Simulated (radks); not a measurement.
Values are calculated unless marked as measured or tabulated.
Problem. The gadolinium ion Gd2+ is in [Xe] 4f8. Level of theory: non-relativistic Kohn-Sham, PBE, spin-polarised, spherical densities, point nucleus (a radial shooting solver on a logarithmic mesh with Libxc functionals). Open shells are filled with parallel spins first. One electron is removed from 4f, 5s, 4d, 5p in turn, with full relaxation. Which removal costs least, and what does each cost?

Solution. 4f 25.295 eV; 5p 41.647 eV; 5s 58.494 eV; 4d 162.66 eV. The 4f electron leaves first.
